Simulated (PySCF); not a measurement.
Gas-phase reaction: GeH2 + H2 + GeH2Cl2 → 2 GeH3Cl

Method: PySCF energies plus ideal-gas RRHO corrections (1 bar). † marks an energy on the PBE0/def2-TZVP geometry and frequencies; other levels use their own. MP2 and CCSD(T) freeze the core. 6-31G* has spherical d functions here. All species are closed-shell singlets. Ge: all electrons, no relativistic terms. GeH2: computed as isolated molecules; such fragments, hydroxides, amides, oligomers or adducts are transient or little studied in the gas. MP2 isn't extrapolated to the basis-set limit. CCSD(T) isn't extrapolated to the basis-set limit.

CCSD(T)/def2-SVP† gives ΔH°(298 K) = -172 kJ.

Problem. What do ωB97M-V/def2-TZVP†, HF/6-31G*, MP2/def2-SVP† give?

Solution. ωB97M-V/def2-TZVP†: -164 kJ; HF/6-31G*: -173 kJ; MP2/def2-SVP†: -185 kJ. For scale, ΔH°(298 K) is -172 kJ at this level, -164 kJ at ωB97M-V/def2-TZVP†, and runs from -202 to -101 kJ over the 20 levels computed.
